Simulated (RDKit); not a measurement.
Input file for RDKit: UFF on C2H6O (SMILES CCO).

```python
from rdkit import Chem
from rdkit.Chem import AllChem, rdDetermineBonds

blocks = [
'''9

C    -0.91925478    0.26633177    0.35067969
C     0.30739828   -0.32852137   -0.30569417
O     1.44261475    0.42706995    0.11463551
H    -1.81460750   -0.28390375    0.05514443
H    -1.04076337    1.31001514    0.05722192
H    -0.82894454    0.22422894    1.43706238
H     0.41735763   -1.38093525   -0.01517498
H     0.20515778   -0.29305244   -1.39764421
H     2.23114176    0.05876700   -0.29613057
''',
]
mol = None
for b in blocks:
    f = Chem.MolFromXYZBlock(b)
    rdDetermineBonds.DetermineBonds(f, charge=0)
    mol = f if mol is None else Chem.CombineMols(mol, f)
Chem.SanitizeMol(mol)
print(Chem.MolToSmiles(Chem.RemoveHs(mol)))
ff = AllChem.UFFGetMoleculeForceField(mol, vdwThresh=100.0, ignoreInterfragInteractions=False)
e = ff.CalcEnergy()
print(f'UFF energy {e:.6f} kcal/mol')
```

It printed:

```
CCO
UFF energy 2.999599 kcal/mol
```

The run finished.

Cost: very roughly 0.05 core-seconds.
